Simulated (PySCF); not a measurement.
**Spin-rotation constants: `CCC[C@@H](C)[C@@H](C)CC`, C9H20**

Geometry:
| atom | x (Å) | y (Å) | z (Å) |
| --- | --- | --- | --- |
| C1 | 3.286 | 0.489 | 1.180 |
| C2 | 2.246 | 0.741 | 0.094 |
| C3 | 1.006 | -0.130 | 0.300 |
| C4 | -0.138 | 0.209 | -0.662 |
| C5 | 0.261 | -0.083 | -2.111 |
| C6 | -1.461 | -0.504 | -0.307 |
| C7 | -1.353 | -2.027 | -0.375 |
| C8 | -2.029 | -0.106 | 1.063 |
| C9 | -2.273 | 1.390 | 1.232 |
| H10 | 4.175 | 1.093 | 1.009 |
| H11 | 3.581 | -0.559 | 1.190 |
| H12 | 2.885 | 0.739 | 2.160 |
| H13 | 2.691 | 0.530 | -0.880 |
| H14 | 1.957 | 1.795 | 0.108 |
| H15 | 0.664 | 0.010 | 1.327 |
| H16 | 1.289 | -1.177 | 0.181 |
| H17 | -0.329 | 1.285 | -0.590 |
| H18 | 0.995 | 0.640 | -2.458 |
| H19 | -0.605 | -0.019 | -2.766 |
| H20 | 0.694 | -1.076 | -2.205 |
| H21 | -2.192 | -0.188 | -1.062 |
| H22 | -0.997 | -2.353 | -1.348 |
| H23 | -0.676 | -2.402 | 0.388 |
| H24 | -2.330 | -2.476 | -0.208 |
| H25 | -1.366 | -0.457 | 1.855 |
| H26 | -2.981 | -0.629 | 1.189 |
| H27 | -1.338 | 1.941 | 1.284 |
| H28 | -2.858 | 1.778 | 0.401 |
| H29 | -2.824 | 1.576 | 2.152 |

Computed, not measured: GIAO HF/pcSseg-1 magnetisability, rotational g tensor and spin-rotation constants, non-relativistic, gas phase in PySCF 2.14.0. Geometry: GFN2-xTB.

Q: Give the nuclear spin-rotation constants along the inertial axes (H = +C I·J) beside the isotropic shieldings.

A: Rotational constants 1.8712, 0.9202, 0.7766 GHz. A star marks the isotopologue with that one atom substituted, in its own axes.
```
atom  isotope  Caa (kHz)  Cbb (kHz)  Ccc (kHz)  mean (kHz)  σ (ppm)
 H10       1H     -0.012     -0.100     -0.064      -0.059     30.8
 H11       1H     -0.207     -0.068     -0.015      -0.097     31.2
 H12       1H     -0.183     -0.002     -0.081      -0.088     31.2
 H13       1H     -0.173     -0.003     -0.077      -0.084     30.8
 H14       1H     -0.204     -0.066     -0.018      -0.096     31.3
 H15       1H     -0.188     -0.007     -0.073      -0.089     31.2
 H16       1H     -0.211     -0.056     -0.027      -0.098     31.5
 H17       1H     -0.204     -0.059     -0.018      -0.094     31.1
 H18       1H     -0.060     -0.102     -0.040      -0.068     30.8
 H19       1H     -0.052     -0.085     -0.068      -0.068     31.4
 H20       1H     -0.202     -0.054     -0.031      -0.096     31.4
 H21       1H     -0.113     -0.087     -0.036      -0.079     31.3
 H22       1H     -0.193      0.007     -0.082      -0.089     31.1
 H23       1H     -0.138     -0.091     -0.028      -0.086     31.5
 H24       1H      0.009     -0.104     -0.076      -0.057     31.4
 H25       1H     -0.132     -0.083     -0.029      -0.081     31.0
 H26       1H      0.017     -0.101     -0.075      -0.053     31.0
 H27       1H      0.007     -0.096     -0.079      -0.056     31.1
 H28       1H     -0.156     -0.085     -0.025      -0.089     31.4
 H29       1H     -0.153     -0.015     -0.079      -0.082     31.0
  C1     13C*      0.231      0.124      0.102       0.152    175.7
  C2     13C*      0.264      0.135      0.102       0.167    169.9
  C3     13C*      0.290      0.138      0.115       0.181    163.1
  C4     13C*      0.273      0.147      0.112       0.177    163.6
  C5     13C*      0.262      0.115      0.111       0.163    172.2
  C6     13C*      0.290      0.151      0.133       0.191    154.6
  C7     13C*      0.251      0.114      0.101       0.155    176.7
  C8     13C*      0.288      0.123      0.118       0.176    165.5
  C9     13C*      0.252      0.113      0.092       0.152    179.2
```
For the geometry as given, no vibrational averaging.
